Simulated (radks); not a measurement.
Question: Ionisation ladder of titanium, from Ti to Ti2+. Each ion is in the ground configuration listed by NIST, and IE = E(next ion) - E(this ion). Method: Dirac Kohn-Sham, PBEsol, spin-unpolarised, spherical densities, finite nucleus; open shells fill j = l - 1/2 first; Fermi nuclear charge, rms radius 3.5921 fm; computed with a radial shooting solver on a logarithmic mesh with Libxc functionals.

| species | configuration | IE, Delta-SCF (eV) | -e(HOMO) (eV) | HOMO | <r> HOMO (bohr) |
|---|---|---|---|---|---|
| Ti | [Ar] 3d2 4s2 | 7.356 | 4.290 | 3d3/2 | 1.61 |
| Ti+ | [Ar] 3d2 4s1 | ? | 10.347 | 4s1/2 | 3.18 |
| Ti2+ | [Ar] 3d2 | 26.920 | 19.641 | 3d3/2 | 1.43 |

Estimate the withheld Delta-SCF values.

Answer: Ti+: 13.467 eV (NIST 13.576).

Beside tabulated values, note that spin-unpolarised runs miss the spin-polarisation part of the exchange energy of open shells.
